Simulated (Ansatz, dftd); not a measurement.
System: AlP, charge 0, triplet. AlP (SMILES [Al]=[P], triplet).
B3LYP-D3(BJ)/def2-TZVP minimum from Ansatz (an electronic-structure program):
```
Al
P 1 2.2229
```
Charge 0, spin multiplicity 3.

Property: atomisation energy (electronic, to ground-state atoms), in kcal/mol. UHF or UKS for unpaired electrons; spin-orbit terms are left out. Cores are frozen in correlated methods. Rows without X2C or -DK are non-relativistic. CBS(X,Y): correlation extrapolated as X^-3, Hartree-Fock from the larger set (Q,5: extrapolated as (X+1)exp(-9√X)). A bracket is a step between two methods taken in the basis named. Functionals run without relativity, which enters their misses. Double hybrids freeze cores in their MP2 part. '+ core + X2C': CCSD(T) terms for core correlation (cc-pwCVTZ, 1s frozen past Ne) and scalar relativity (cc-pVTZ-DK). For partners of very few electrons the exact lower level stands in for a higher one. The UHF reference of AlP ([Al]=[P], triplet) is spin-contaminated (<S^2> up to 0.08 over the pure value in the sets run). The determinant of AlP ([Al]=[P], triplet) is a saddle point of the SCF energy; a lower one exists, which strains HF and MP2.

| level | program | atomisation energy (kcal/mol) | difference against the last row |
|---|---|---|---|
| r2SCAN-D4/def2-TZVPD | Ansatz + dftd4 | 56.5 | 4.1 |
| B3LYP-D3(BJ)/def2-TZVPD | Ansatz + dftd3 | 55.5 | 3.1 |
| B3LYP/def2-TZVPD | Ansatz | 53.1 | 0.7 |
| CAM-B3LYP-D4/def2-TZVPD | Ansatz + dftd4 | 51.3 | -1.1 |
| B2PLYP-D3(BJ)/def2-TZVPD | Ansatz + dftd3 | 50.1 | -2.3 |
| B2PLYP-D4/def2-TZVPD | Ansatz + dftd4 | 49.5 | -2.9 |
| MP2/cc-pV(D+d)Z | Ansatz | 35.2 | -17.2 |
| MP2/cc-pV(T+d)Z | Ansatz | 44.0 | -8.4 |
| CCSD/CBS(cc-pV(T+d)Z,cc-pV(Q+d)Z) | Ansatz | 46.4 | -6.0 |
| CCSD(T)/CBS(cc-pV(T+d)Z,cc-pV(Q+d)Z) | Ansatz | 51.5 | -0.9 |
| CCSD(T)/CBS(cc-pV(Q+d)Z,cc-pV(5+d)Z) | Ansatz | 51.4 | -1.0 |
| CCSDT(Q)/cc-pV(T+d)Z | Ansatz | 46.4 | -6.0 |
| CCSD(T)/CBS(cc-pV(Q+d)Z,cc-pV(5+d)Z) + [CCSDTQ - CCSD(T)]/cc-pV(D+d)Z + core + X2C | Ansatz | 52.6 | 0.2 |
| CCSD(T)/CBS(cc-pV(Q+d)Z,cc-pV(5+d)Z) + [CCSDT(Q) - CCSD(T)]/cc-pV(Q+d)Z + [CCSDTQ - CCSDT(Q)]/cc-pV(D+d)Z + core + X2C | Ansatz | 52.4 | 0.0 |
